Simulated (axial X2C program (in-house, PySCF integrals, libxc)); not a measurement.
**Ionising AuC**

Calculated with an in-house all-electron X2C program for linear molecules (integrals from PySCF), spin-free (one-electron X2C) or two-component (2c: spin–orbit coupling with atomic mean-field Coulomb and Gaunt terms, which also bring small scalar terms), in Dyall basis sets with cores contracted in-house; open shells are unrestricted.

Basis sets: Au dyall-cv3z, C dyall-v3z.

| Hamiltonian | level | AuC state | Re (Å) | ωe (cm⁻¹) | De (eV) |
| --- | --- | --- | --- | --- | --- |
| spin-free | HF | M_S = 1/2, Λ = 1 | 2.024 | 414.7 | 0.31 |
| spin-free | PBE0 | M_S = 1/2, Λ = 1 | 1.847 | 707.2 | 2.86 |
| 2c | PBE0 | Ω = 1/2 | 1.831 | 726.5 | 3.05 |

Adiabatic ionisation energy (minimum to minimum, no zero-point term) and constants of AuC⁺:

```
Hamiltonian  level      AuC⁺ state  IE (eV)  Re (Å)  ωe (cm⁻¹)  De (eV)  fragments
  spin-free     HF  M_S = 0, Λ = 0     8.10   1.933      538.7    -0.12    Au+ + C
  spin-free   PBE0  M_S = 0, Λ = 0     8.84   1.781      818.1     3.24    Au+ + C
         2c   PBE0           Ω = 0     8.94   1.783      817.9     3.35    Au+ + C
```

Problem. Add the zero-point terms to the ionisation energy at PBE0, 2c, and say whether the electron removed was bonding.

Solution. IE0 = IE + (ωe⁺ − ωe)/2 = 8.94 + (0.006) = 8.95 eV. Re changes by -0.048 Å, so the bond shortens, as on loss of an antibonding or a polarising non-bonding electron.

Problem. Close the cycle De(AuC⁺) + IE(AuC) = De(AuC) + IE(Au) to find the atomic ionisation energy at PBE0, 2c.

Solution. IE(Au) = 3.35 + 8.94 − 3.05 = 9.24 eV, for the determinants used.

Each entry is the lowest single determinant of a limited PBE0 search at one distance. De goes to single-determinant-based atoms at the same level (for ions the charge split of lowest energy) and is withheld (n/a) where an atom does not fit its ground term or J level. Main or longest-lived isotopes. One determinant is a doubtful description, or other states lie close, for AuC; these need not be ground states, and all values refer to the states named. Some light 2c atoms are not at their ground J level, so De misses part of their lowering (0.04 eV or less). The functionals have no current term, which raises determinants with orbital currents.
